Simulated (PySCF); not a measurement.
Cl2Mg, SMILES [Cl][Mg-][Cl], charge -1, multiplicity 2. The structure is a stationary point at B3LYP-D3(BJ)/def2-TZVPD.

Level of theory: B3LYP-D3(BJ)/def2-TZVPD (PySCF).

Harmonic wavenumbers (cm⁻¹): 104, 308, 390. Rotational constants (GHz): 20.13, 1.779, 1.634; symmetry number 2.

Task: Work out the zero-point energy and the ideal-gas rigid-rotor harmonic-oscillator thermochemistry at 298.15 K and 1 atm.

Result: ZPE = ½ Σ hcν = ½ × 803 cm⁻¹ = 4.80 kJ/mol. H − E(el) = 18.54 kJ/mol. Entropy in J/(mol K): translation 165.57, rotation 103.48, vibration 24.02, spin 5.76, total 298.83. G − E(el) = -70.56 kJ/mol. Cp = 54.58 J/(mol K). Modes under 150 cm⁻¹ make the vibrational entropy uncertain.
